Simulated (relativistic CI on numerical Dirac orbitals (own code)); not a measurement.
**What each ingredient does to the levels of Te XIX**

Base calculation: Dirac-Coulomb-Breit CI, KLI orbitals optimised for each configuration, model QED (radiative potential, 1s self-energy scaled to tabulated hydrogen-like ionisation energies), unscaled Slater integrals.

CI space (outside the closed core [Ar] 3d10): 4s²4p⁴, 4s4p⁵, 4p⁶, 4s²4p³4d, 4s4p⁴4d, 4s²4p³4f, 4s4p⁴4f, 4p⁵4d, 4s4p³4d², 4s²4p²4d4f, 4s²4p³5s, 4p⁵4f, 4p⁴4d², 4p³4d³, 4p³4d²4f, 4p³4d²5s. Double excitations out of closed p, d and f shells are left out; levels of such configurations are missing from the list, as are those of other unlisted configurations, and high levels can miss mixing partners.

The lowest level and the first level of each name with at least 55 % of one term (blank where a level has no safe partner in the second run):

```tsv
Level	Base (cm⁻¹)	Shift (cm⁻¹)
4s²4p⁴ ³P2	0	0
4s²4p⁴ ³P0	42036	-2799
4s²4p⁴ ³P1	93921	+397
4s²4p⁴ ¹D2	117401	+2150
4s4p⁵ ³P°2	459602	+52664
4s4p⁵ ³P°1	498699	+61063
4s4p⁵ ³P°0	556538	+58838
4s²4p³4d ⁵D°0	608286	+5991
4s²4p³4d ⁵D°1	618377	-87
4s²4p³4d ⁵D°4	624530	+5633
4s²4p³4d ³D°1	680609	+11703
4s²4p³4d ¹S°0	684671	+14818
4s²4p³4d ³F°3	695158	+10274
4s²4p³4d ³D°3	702215	+11128
4s²4p³4d ³G°4	710956	+7797
4s²4p³4d ³F°4	719254	+11410
4s²4p³4d ¹G°4	733026	+10782
4s²4p³4d ³G°5	740150	+8661
4s²4p³4d ³P°0	762912	+9864
4s²4p³4d ³D°2	775260	
4s²4p³4d ³P°2	809496	
4s²4p³4d ³S°1	830103	-11662
```

At this charge energies of transitions that change n are usually good to better than 1 %, and those within a shell (Δn = 0) to a few per cent.

Task: One thing was changed in a second run, which moved the levels as shown. Which?
A. non-relativistic limit
B. QED terms removed
C. Breit term removed
D. configuration mixing switched off

Result: D. Configuration mixing switched off. Without mixing, levels that were pushed by configurations of the same parity and J return to their single-configuration places.

LS names give the leading component of a level, which can be under half, so a name can repeat, a term be missing and a line seem to break the LS rules.
